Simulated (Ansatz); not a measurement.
Consider the ligand exchange at the Sn–N bond: `[OH][Sn][N]([SiH3])[SiH3]` + CH₃SH → `C[S][Sn][OH]` + `[SiH3]N[SiH3]`.

Program: Ansatz. Geometries: PBE0-D4/def2-TZVP. ΔE: electronic, gas phase. CCSD(T)/CBS adds triple-zeta CCSD(T) − MP2 to the extrapolated MP2 energy (def2 sets, frozen cores). This one scheme is used for every species. Functionals use def2-TZVPP. def2 core potentials past Kr. For Sn outer-core shells are correlated without core-valence functions, which leaves a few kJ/mol of doubt a bond. One conformer a species, not always the lowest.

CCSD(T)/CBS gives -30.4 kJ/mol.

(1) Another level gave -47.7 kJ/mol. Which?
A. B97M-V/def2-TZVPP
B. CCSD/def2-TZVPP
C. RPA@PBE/def2-TZVPP
D. revPBE/def2-TZVPP

Largest T1 diagnostic among the species: 0.016.

## Answers

(1) D. revPBE -47.7, B97M-V -38.4, RPA@PBE/def2-TZVPP -24.9, CCSD/def2-TZVPP -30.0 kJ/mol.

The D4 term adds +8.3 kJ/mol with B3LYP and +4.5 kJ/mol with PBE0; it sums over pairs of atoms, weighted by their polarisabilities, and B3LYP, whose exchange is more repulsive, gets the larger term. At CCSD(T), def2-SVP lies +4.0 kJ/mol from the extrapolated value and def2-TZVPP +2.4 kJ/mol. Leaving LDA and LC-ωPBE aside and taking each functional with its dispersion term where it has one, the values, not all of them listed here, spread over 6.3 kJ/mol, from r2SCAN0-D4 to ωB97X-V. LDA lies +5.5 kJ/mol from PBE without D4.

CCSD(T)/CBS has its own doubt, a few kJ/mol and more with outer-core shells, so smaller differences from it don't rank the levels.

B3LYP here is the variant with VWN-RPA as its local correlation; programs differ in this.
